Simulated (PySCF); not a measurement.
## Calculated data, CH₆OSi₂

Calculation on a computer-drawn molecule: optimised geometry and harmonic frequencies of an isolated molecule of the commonest isotopes, restricted reference for singlets and unrestricted otherwise, frozen core in MP2. Program: PySCF 2.14.0.

```yaml
- formula: CH6OSi2
  start_structure:
    atoms_angstrom:
      - [C, -1.0188, 1.9454, -1.1815]
      - [Si, -0.8508, 1.0212, 0.3809]
      - [Si, -0.1737, -1.0995, 0.7505]
      - [O, 0.9723, -1.2365, -0.4662]
      - [H, -0.7187, 1.5495, -2.1387]
      - [H, -1.3859, 2.9554, -1.2531]
      - [H, -1.3275, 1.7166, 1.6059]
      - [H, 0.5839, -1.2153, 2.013]
      - [H, -1.1209, -2.0683, 0.6956]
      - [H, 1.4542, -2.0766, -0.5518]
  given:
    charge: 0
    multiplicity: 1
    method: HF
    basis: "cc-pV(D+d)Z"
    drawn_bonds_atom: [1, 2, 3, 1, 1, 2, 3, 3, 4]
    drawn_bonds_other_atom: [2, 3, 4, 5, 6, 7, 8, 9, 10]
    drawn_bonds_order: [2, 1, 1, 1, 1, 1, 1, 1, 1]
  results:
    optimised_atom_element: [C, Si, Si, O, H, H, H, H, H, H]
    "optimised_atom_x [angstrom]": [-0.8767, -1.047, -0.03892, 0.7684, -0.2908, -1.332, -1.846, 0.8843, -1.058, 1.25]
    "optimised_atom_y [angstrom]": [1.933, 1.074, -1.017, -1.356, 1.531, 2.901, 1.624, -0.9789, -2.052, -2.166]
    "optimised_atom_z [angstrom]": [-1.07, 0.3846, 0.7195, -0.6821, -1.89, -1.25, 1.499, 1.879, 1.02, -0.7553]
    "modes_frequency [cm^-1]": [56.58, 110.5, 186.3, 267.1, 315.7, 441.7, 566.8, 672.3, 753.6, 782.4, 824.0, 881.3, 885.1, 914.2, 1005, 1049, 1056, 1502, 2287, 2299, 2334, 3296, 3389, 4168]
    "modes_reduced_mass [dalton]": [2.772, 3.634, 1.075, 4.609, 1.18, 5.865, 1.265, 1.131, 1.069, 1.114, 1.135, 1.201, 4.478, 1.244, 1.394, 2.993, 1.133, 1.221, 1.051, 1.03, 1.042, 1.057, 1.113, 1.067]
    "rotational_constants [GHz]": [8.558, 2.505, 1.981]
    "total_energy [hartree]": -694.0817
    "convergence_status_largest_gradient_component [hartree/bohr]": 3.499e-05
```
